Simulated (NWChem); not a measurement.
System: C2H4BNO; SMILES N(=C=O)BC

```xyz
9

B     -0.8955     0.4483    -0.7213
H     -1.7383    -0.2370    -1.2295
C     -0.8725     1.9981    -0.9450
H     -0.8205     2.2176    -2.0215
H     -0.0542     2.5199    -0.4399
H     -1.8264     2.4335    -0.6121
N      0.0722    -0.2065     0.0877
C      0.6690    -1.0805     0.6606
O      1.3019    -1.8806     1.2482
```
Atoms are numbered in this order, from 1.

Geometry: optimised at B3LYP/6-31G* (spherical d).

**Question.** Give the principal values of the shielding tensors (ppm) of B1, C3, N7, C8, O9 from BHandHLYP/pcSseg-1, GIAO (NWChem), with their diamagnetic and paramagnetic parts as GIAO splits them.

**Answer.** 
```
atom    σ11    σ22    σ33  isotropic  diamagnetic  paramagnetic
----  -----  -----  -----  ---------  -----------  ------------
B1    -24.2   53.6  115.3       48.2        192.8        -144.6
C3    147.0  181.5  190.0      172.8        252.7         -79.9
N7     81.1  154.2  286.6      174.0        327.4        -153.4
C8    -56.6  -52.2  234.2       41.8        259.4        -217.6
O9     68.5  122.2  252.9      147.9        399.2        -251.4
```
